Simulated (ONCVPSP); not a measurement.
**Cu, ONCV: configuration errors across variants**

ONCVPSP 4.0.1 input, shortened (lines: element, Z, core and valence counts, functional; n l f; lmax; l rc ep ncon nbas qcut; lloc lpopt rc5 dvloc0; l nproj debl; icmod fcfact rcfact), Wu-Cohen, scalar-relativistic:

```
  Cu 29.00    3    4  -118130      upf
    1    0    2.00
    2    0    2.00
    2    1    6.00
    3    0    2.00
    3    1    6.00
    3    2   10.00
    4    0    0.75
    2
    0    1.10    0.00    4    7   13.50
    1    1.05    0.00    4    7   11.50
    2    0.85    0.00    4    9   19.60
    4    3    0.65    2.00
    0    2    0.70
    1    2    1.50
    2    2    2.00
    3    1.75    1.70
```

In the p channel the program set the typed energies aside and used -2.721, 0.250 Ha.

All-electron excitation energies from the reference (eV): (1) 3s2 3p6 3d10 4s0 6.733; (2) 3s2 3p6 3d9 4s0 28.072; (3) 3s2 3p6 3d9 4s2 0.623.

4 further variants failed, have other tests or another functional or relativity, and are left out.

Errors AE − PS in meV (a dash: test not solved or not reliable):

```tsv
change	(1)	(2)	(3)	bound ghosts	GHOST(+) flags above zero
base	+0.4	-1.7	+3.1	none	none
s: rc 1.64	+0.4	-2.0	+3.9	none	none
local potential polynomial inside 0.70 bohr (lpopt 5, dvloc0 2 Ha)	+0.4	-1.7	+3.1	none	none
d: ncon 5, nbas 10	+0.4	-1.8	+2.9	none	none
core correction Teter function fitted to the true core (icmod 2), fcfact 0.2	+0.4	-1.7	+3.1	none	none
core correction Teter function, fcfact 1.75, rcfact 1.22	+0.4	-1.7	+3.1	none	none
s: nbas 9	+0.4	-1.7	+3.1	none	none
```

Question: Give the same row for: d: qcut 21.6.

Answer: +0.4, -1.8, +2.9; bound ghosts: none; GHOST(+) flags above zero: none.
